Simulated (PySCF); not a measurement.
Zn(F)(GeH3) (FGeH3Zn), SMILES [F][Zn][GeH3].

The structure is a stationary point at PBE0-D3(BJ)/def2-SVP. The structure was generated by enumeration; whether it is a known compound was not checked.

The numbers are results of PBE/def2-TZVPD (PySCF), not measurements.

Isolated molecule, no solvent.

Computed frontier levels, gap, dipole moment and polarisability:
```
Quantity                                                                                                        Value
---------------------------------------------------------------------------------------------  ----------------------
highest occupied level                                                                                       -7.44 eV
lowest empty level                                                                                           -1.83 eV
orbital gap                                                                                                   5.61 eV
dipole moment                                                                                                  2.39 D
quadrupole, principal values (traceless, Buckingham form, about the centre of nuclear charge)  -12.85, 6.42, 6.42 D·Å
mean static polarisability                                                                       62.9 bohr³ (9.32 Å³)
polarisability, principal values                                                               53.1, 53.1, 82.3 bohr³
```
